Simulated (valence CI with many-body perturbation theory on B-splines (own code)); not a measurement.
## Energy levels of Sr4+

Computed by valence CI with perturbative core correlation (CI+MBPT): six valence electrons over a frozen Dirac-Fock core [Ar] 3d10, a basis of 9 s, 9 p, 8 d, 6 f, 3 g, 1 h functions for each j, with the one-electron correlation potential Σ1, the two-electron term Σ2, the three-electron term Σ3, Breit, model QED; selected CI, second order for the rest, scaled by the run's own slope (own B-spline code, finite nucleus).

Against 33 measured levels this calculation errs by 296 cm⁻¹ on average and by 563 at most. Among the levels kept, up to 1200 cm⁻¹ of a level comes from second order outside the variational space, and about a tenth of that is noise between levels of different J, which matters for small intervals.

Levels 1 to 34 of 34, with energies above the lowest level, 4s²4p⁴ ³P_2. "Leading %" is the weight of the configuration and term that name the level; weights of strongly mixed levels are sums over their largest components and can fall short. In the jj column 3d3/2^4 stands for four electrons in 3d with j = 3/2. Lifetimes count E1, E2, E3, M1 and M2 decay at the calculated energies, and are blank where another channel may lead or the interval is too uncertain; long ones can be off by a factor of two.

```
No.  Configuration  Term  J  E (cm⁻¹)  Leading %      g  Lifetime                       Leading jj
  1         4s²4p⁴    ³P  2       0.0         90  1.469                4s^2 4p1/2^2 4p3/2^2 (84 %)
  2         4s²4p⁴    ³P  1      8273         96  1.501   83.5 ms        4s^2 4p1/2 4p3/2^3 (96 %)
  3         4s²4p⁴    ³P  0      8732         88           57.9 s      4s^2 4p1/2^2 4p3/2^2 (60 %)
  4         4s²4p⁴    ¹D  2     20371         89  1.031   45.4 ms        4s^2 4p1/2 4p3/2^3 (84 %)
  5         4s²4p⁴    ¹S  0     44210         86          4.47 ms              4s^2 4p3/2^4 (59 %)
  6          4s4p⁵   ³P°  2    153700         79  1.501    962 ps        4s 4p1/2^2 4p3/2^3 (79 %)
  7          4s4p⁵   ³P°  1    159680         77  1.491    885 ps          4s 4p1/2 4p3/2^4 (43 %)
  8          4s4p⁵   ³P°  0    163660         79           915 ps          4s 4p1/2 4p3/2^4 (79 %)
  9          4s4p⁵   ¹P°  1    193080         54  1.009    405 ps        4s 4p1/2^2 4p3/2^3 (28 %)
 10       4s²4p³4d   ⁵D°  0    201570         93          11.1 ns  4s^2 4p1/2 4p3/2^2 4d3/2 (46 %)
 11       4s²4p³4d   ⁵D°  1    201700         94  1.494   9.63 ns  4s^2 4p1/2 4p3/2^2 4d3/2 (48 %)
 12       4s²4p³4d   ⁵D°  2    201770         92  1.486   13.0 ns  4s^2 4p1/2 4p3/2^2 4d3/2 (36 %)
 13       4s²4p³4d   ⁵D°  3    201840         91  1.486   25.8 ns  4s^2 4p1/2 4p3/2^2 4d3/2 (23 %)
 14       4s²4p³4d   ⁵D°  4    202350         92  1.491            4s^2 4p1/2 4p3/2^2 4d5/2 (49 %)
 15       4s²4p³4d   ³D°  2    213370         70  1.077   7.23 ns  4s^2 4p1/2^2 4p3/2 4d5/2 (44 %)
 16       4s²4p³4d   ³D°  3    215650         84  1.315   22.1 ns  4s^2 4p1/2 4p3/2^2 4d5/2 (70 %)
 17       4s²4p³4d   ³D°  1    216530         94  0.512   5.87 ns  4s^2 4p1/2 4p3/2^2 4d5/2 (46 %)
 18       4s²4p³4d   ³F°  2    220120         74  0.777   15.2 ns  4s^2 4p1/2 4p3/2^2 4d3/2 (69 %)
 19       4s²4p³4d   ¹S°  0    221290         91          27.8 ns  4s^2 4p1/2 4p3/2^2 4d5/2 (48 %)
 20       4s²4p³4d   ³F°  3    221940         82  1.097   12.7 ns  4s^2 4p1/2 4p3/2^2 4d3/2 (60 %)
 21       4s²4p³4d   ³F°  4    224430         84  1.232   47.2 ms  4s^2 4p1/2 4p3/2^2 4d5/2 (68 %)
 22       4s²4p³4d   ³G°  3    229720         83  0.791   5.74 ns  4s^2 4p1/2 4p3/2^2 4d3/2 (34 %)
 23       4s²4p³4d   ³G°  4    230730         74  1.091            4s^2 4p1/2 4p3/2^2 4d5/2 (43 %)
 24       4s²4p³4d   ³G°  5    232350         95  1.200            4s^2 4p1/2 4p3/2^2 4d5/2 (95 %)
 25       4s²4p³4d   ¹G°  4    234620         83  1.020            4s^2 4p1/2 4p3/2^2 4d3/2 (63 %)
 26       4s²4p³4d   ¹D°  2    241250         77  1.005   1.56 ns  4s^2 4p1/2 4p3/2^2 4d3/2 (41 %)
 27       4s²4p³4d   ³D°  1    243500         93  0.512    531 ps  4s^2 4p1/2^2 4p3/2 4d3/2 (32 %)
 28       4s²4p³4d   ³P°  0    246600         90          3.24 ns  4s^2 4p1/2^2 4p3/2 4d3/2 (42 %)
 29       4s²4p³4d   ³P°  1    247830         87  1.500    452 ps  4s^2 4p1/2^2 4p3/2 4d5/2 (28 %)
 30       4s²4p³4d   ³D°  2    248270         82  1.135    915 ps  4s^2 4p1/2 4p3/2^2 4d5/2 (56 %)
 31       4s²4p³4d   ³F°  3    249480         85  1.072   1.87 ns  4s^2 4p1/2 4p3/2^2 4d5/2 (43 %)
 32       4s²4p³4d   ³F°  2    250480         81  0.746    794 ps  4s^2 4p1/2 4p3/2^2 4d3/2 (41 %)
 33       4s²4p³4d   ³F°  4    251020         78  1.218   5.44 ms        4s^2 4p3/2^3 4d5/2 (67 %)
 34       4s²4p³4d   ³D°  3    253240         80  1.284    473 ps  4s^2 4p1/2 4p3/2^2 4d5/2 (52 %)
```

Names give the largest LS component (configuration and term), which can be under half, so a name can repeat, a term be missing and a line seem to break the LS rules; names also repeat where a configuration has a term twice.

The ionisation energy to 4s²4p³ ⁴S°3/2 of the next ion comes out as 70.639 eV (NIST: 70.7 ± 0.6 eV (semi-empirical)). All 34 levels together are meant to be complete up to 253270 cm⁻¹.
